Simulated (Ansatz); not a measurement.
Cartesian coordinates in Å:
```
C -0.511 -0.649 -1.687
Si 0.586 -0.789 -0.190
O 0.175 0.322 0.927
Al -0.087 1.545 2.048
H -1.560 -0.802 -1.419
H -0.415 0.335 -2.153
H -0.238 -1.402 -2.431
H 2.009 -0.592 -0.587
H 0.459 -2.148 0.406
H 0.806 2.846 1.963
H -1.225 1.333 3.123
```

Charge 0, multiplicity 1.

Question: List the CAM-B3LYP/def2-TZVPP orbital energies in eV (Ansatz). (Best estimate.)

Answer: The calculation gave: Occupied: -1801.04, -1526.51, -522.03, -278.23, -145.52, -114.54, -100.88, -100.84, -100.82, -75.29, -75.10, -75.05, -28.49, -21.23, -16.68, -13.93, -13.18, -12.83, -12.06, -11.98, -11.83, -10.30, -9.94, -9.51. Lowest empty: -0.21, 1.14, 1.91, 2.15, 2.68, 3.12, 3.31, 3.82.
